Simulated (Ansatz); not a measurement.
# Worked example: the barrier

An elementary step of BN2H8F, singlet (BNH₄ ([BH2][NH2]) + NH₃ + HF → BH₂F ([BH2][F]) + NH₃ + NH₃ (still joined by a long B–N bond); bonds formed: B1–F6, N2–H7, H5–N8; bonds broken: H5–F6, H7–N8; bonds weakened to dative contacts: B1–N2). “Start” is the structure reached by relaxing down from the saddle towards the reactants; PBE0-D4/def2-TZVP structures. The saddle:

```
12
angstrom
B -1.2725 -0.6010 -0.6433
N 0.0158 -1.2596 -0.3932
H -1.5206 -0.3343 -1.7879
H -2.1698 -0.8952 0.0993
H -0.1062 1.2573 0.3399
F -1.0865 1.1244 -0.0704
H 1.2429 0.1597 0.4998
N 1.1683 1.1455 0.7833
H 0.5470 -1.5385 -1.2035
H 0.0202 -1.9976 0.2935
H 1.3017 1.2350 1.7822
H 1.8599 1.7043 0.3003
```

Program: Ansatz 0.2.0. Basis: def2-TZVPP and def2-QZVPP. Cores are frozen in the correlated methods.

Energies in eV:

| quantity | saddle | start |
| --- | --- | --- |
| Hartree–Fock, triple zeta (X = 3) | -6470.98463 | -6471.68322 |
| Hartree–Fock, quadruple zeta (X = 4) | -6471.28735 | -6472.00218 |
| MP2 correlation, X = 3 | -23.31515 | -22.87845 |
| MP2 correlation, X = 4 | -25.07462 | -24.65205 |
| CCSD(T) correlation, X = 3 | -25.00702 | -24.59742 |

Q: Work out the barrier at the basis limit: extrapolate Hartree–Fock as E(X) = E∞ + A exp(−7.88 √X) and the MP2 correlation as E(X) = E∞ + B X^−2.97 (the exponents that Neese and Valeev fitted for def2-TZVPP and QZVPP), then add CCSD(T) − MP2 in triple zeta.

A: Each step is linear, so take the differences first (saddle − start): Hartree–Fock 0.69859 (X = 3) and 0.71483 (X = 4); MP2 correlation -0.43670 and -0.42257; CCSD(T) correlation -0.40960.
Two points give E∞ = E(4) + w [E(4) − E(3)], with w = 1/(exp(7.88 (2 − √3)) − 1) = 0.1377 for Hartree–Fock and w = 1/((4/3)^2.97 − 1) = 0.7407 for the correlation.
Hartree–Fock: 0.71483 + 0.1377 × 0.01624 = 0.7171 eV.
MP2 correlation: -0.42257 + 0.7407 × 0.01413 = -0.4121 eV.
CCSD(T) − MP2: -0.40960 − (-0.43670) = 0.0271 eV.
Sum: 0.7171 + (-0.4121) + 0.0271 = 0.3321 eV, or 7.66 kcal/mol. Plain CCSD(T) in triple zeta gives 0.2890 eV, so the larger basis shifts the result by 0.0431 eV.

The T1 diagnostic stays at or below 0.011.

Steps of this kind, hydrogen fluoride cutting a network bond, underlie vapour etching and the fluorination step of atomic layer etching.

Labels in which every atom is bracketed show which atoms are joined, not bond orders.

For scale, one of the runs: CCSD(T)/def2-TZVPP, 236 basis functions, launched by `ansatz run in.yaml --threads 4 --pin off --events-out ev --progress --plain --max-ram 9574MiB`. The run took 100 s on 4 CPU threads of an Arm Neoverse V2 (shared host), with 4.7 GiB of host memory at its peak.
